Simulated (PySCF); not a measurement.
Geometry (Å), atoms numbered from 1 in this order:
```xyz
16

C    -1.220   -1.308   -1.509
C    -1.585   -0.350   -0.669
Si   -0.388    0.641    0.409
O    -0.942    2.149    0.679
C    -0.397   -0.221    2.132
O    -0.795    0.377    3.104
Si    1.727    0.886   -0.496
C     2.439   -0.830   -0.699
N     2.848   -1.894   -0.821
H    -0.187   -1.593   -1.638
H    -1.933   -1.854   -2.106
H    -2.640   -0.109   -0.593
H    -1.382    2.361    1.501
H    -0.038   -1.263    2.241
H     2.736    1.584    0.312
H     1.748    1.432   -1.858
```

PySCF 2.14 calculation with geometry: GFN2-xTB and shielding tensors at PBE0/pcSseg-1 (GIAO); relativity neglected, gas phase, a single conformation.

Chemical shifts δ = σref − σ; 13C and 1H and 29Si against TMS; H2O for 17O; NH3 for 15N, all at this level.

| atoms | nucleus | count | Hirshfeld charge | δ (ppm) |
| --- | --- | --- | --- | --- |
| O4 | 17O | 1 | -0.31 | 5.8 |
| H12 | 1H | 1 | 0.05 | 6.41 |
| H16 | 1H | 1 | -0.05 | 4.35 |
| H10 | 1H | 1 | 0.04 | 6.88 |
| H11 | 1H | 1 | 0.06 | 6.77 |
| H13 | 1H | 1 | 0.18 | 2.55 |
| H15 | 1H | 1 | -0.05 | ? |
| H14 | 1H | 1 | 0.04 | ? |
| C2 | 13C | 1 | -0.14 | ? |
| Si7 | 29Si | 1 | 0.29 | ? |
| Si3 | 29Si | 1 | 0.36 | ? |
| C8 | 13C | 1 | -0.03 | 123.4 |
| N9 | 15N | 1 | -0.20 | 372.1 |
| C5 | 13C | 1 | 0.04 | 249.2 |
| O6 | 17O | 1 | -0.20 | 919.0 |
| C1 | 13C | 1 | -0.07 | 147.9 |

Fill in the missing shifts.

Answers


- C2: 143.1 ppm, alkene CH; the olefinic region
- H14: 12.16 ppm, hydrogen on a carbonyl carbon
- H15: 4.22 ppm, hydrogen on a silicon bonded to C, Si
- Si3: -30.1 ppm, silicon bonded to 2 C, O, Si
- Si7: -114.6 ppm, silicon bonded to C, Si, 2 H

OH and NH positions are those of a molecule without intermolecular hydrogen bonds; in solution they move with solvent, concentration and temperature, and exchange usually removes their couplings. Shifts are as computed. Against solution values, carbons near 30 ppm lie about +3 ppm off and those near 130 ppm about +5 ppm. Of 1309 compounds with measured shifts, 239 miss one by over three times the rms of a fit or turn the order of signals round; such compounds aren't used in these exercises. Unscaled 17O shifts of doubly bonded oxygen tend to come out too high, by tens of ppm or more. Experimental scales use liquid or dissolved standards, which lie at an offset from isolated NH3 (liquid NH3: subtract about 20 ppm) and H2O (liquid H2O: subtract about 36 ppm). Unscaled 15N shifts of sp2 nitrogen come out 20 to 40 ppm too high even then.
